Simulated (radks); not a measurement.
Results of a calculation; reference values are marked as such.
Fractional charge and spin in the 6s shell of promethium: the spin-up occupation runs from 0 to 1 and the spin-down occupation from 0 to 1; the fullest corner is Pm, [Xe] 4f(up 2.5, down 2.5) 6s(up 1, down 1). Code: a radial shooting solver on a logarithmic mesh with Libxc functionals. Model: scalar-relativistic Kohn-Sham, PBE, spin-polarised, spherical densities, point nucleus. Energy (eV) above the fullest corner. The planes named below are the two flat planes that join the four corners, with an edge along up + down = one added electron.

down \ up,0,0.25,0.5,0.75,1
0,16.813,13.556,10.623,8.009,5.702
0.25,13.556,10.673,8.099,5.831,3.861
0.5,10.623,8.099,5.873,3.943,2.301
0.75,8.009,5.831,3.943,2.340,1.016
1,5.702,3.861,2.301,1.016,0.000

Corners above the fullest one (they belong to Pm+ and the next ion): (up 1, down 0) 5.702 eV, (up 0, down 1) 5.702 eV, (up 0, down 0) 16.813 eV. With half an added electron in each spin the energy lies 0.171 eV from the planes, and with half an added electron in spin up alone -0.634 eV. The planes are only a guide here: the flat-plane condition holds for ground states with one frontier orbital, while this shell lies below other occupied shells, so the corners above the fullest one are inner-hole states and not the ground states of those ions.
